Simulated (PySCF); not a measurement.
Radial density of Au⁺ (gold, charge +1)

M06-L, [Xe] 4f14 5d10, closed-shell 1S. Calculation: PySCF 2.14, in cc-pVDZ-PP with ECP60MDF (4s4p3d1f, 38 functions); scalar relativity through the core potential. This is the valence pseudo-density: the core potential removes the inner electrons and smooths the orbitals near the nucleus.

```tsv
r (bohr)	4πr²ρ (e/bohr)
0.0735	1.149e-05
0.124	9.349e-05
0.208	0.001552
0.350	0.1010
0.588	4.602
0.989	17.10
1.66	7.311
2.80	0.9581
4.71	0.02841
7.92	1.336e-05
```

Energies and moments cover only the electrons outside the core potential. Spin-orbit coupling, which splits the p, d and f shells strongly at this Z, is absent.
